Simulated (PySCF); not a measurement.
**CeO₂: double against triple zeta**

Base calculation in PySCF with density fitting and no spin–orbit coupling, PBE0/def2-SVP (scalar-relativistic core potentials): singlet, C2v, Ce–O 1.793 Å (×2); O–Ce–O 145.1°; wavenumbers 78, 832, 852 cm⁻¹; dipole moment 3.23 D, gap between the highest occupied and lowest empty levels 4.84 eV, polar-tensor charge of Ce 2.08 e.

Q: What changes on going to PBE0/def2-TZVP (scalar-relativistic core potentials)?

A: The point group stays the same. Changes: mean bond to Ce +0.006 Å, smallest bond angle -2.1 degrees, highest wavenumber -31 cm⁻¹, lowest wavenumber -7 cm⁻¹, dipole moment +0.40 D, gap between the highest occupied and lowest empty levels +0.12 eV, polar-tensor charge of Ce +0.16 e. The new structure has Ce–O 1.799 Å (×2); O–Ce–O 143.0°, with wavenumbers 71, 814, 821 cm⁻¹.

Each species is the lowest minimum found with this bonding; other isomers or fragments can lie lower.
